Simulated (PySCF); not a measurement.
Zr(OEt)(H)3 (C2H8OZr), SMILES CC[O][ZrH3], multiplicity 1.

Coordinates come from a B3LYP-D3(BJ)/def2-SVP optimisation. The multiplicity is an assumed one; other spin states were not compared. The def2 effective core potentials stand for the cores of Zr; spin–orbit coupling is left out. One conformer was computed; it need not be the lowest.

Two levels are set side by side: PBE/def2-TZVP (PySCF) and PBE0/def2-TZVP (PySCF). Same geometry, gas phase. Differences are taken from unrounded values.

```tsv
quantity	PBE0	PBE	PBE minus PBE0
orbital gap (eV)	6.22	3.97	-2.25
highest occupied level (eV)	-7.87	-6.52	1.35
lowest empty level (eV)	-1.65	-2.55	-0.90
dipole moment (D)	2.37	2.60	0.23
mean polarisability (bohr³)	79.1	83.3	4.2
```

Without exact exchange PBE keeps part of each electron's self-repulsion, which lifts occupied levels and narrows the gap. PBE's more diffuse valence density responds more strongly to a field. Differences between two approximate levels are no errors against the true value.

Rough cost on one machine, each run with all the roots and properties that it gave: PBE0 against PBE within a factor of 2.
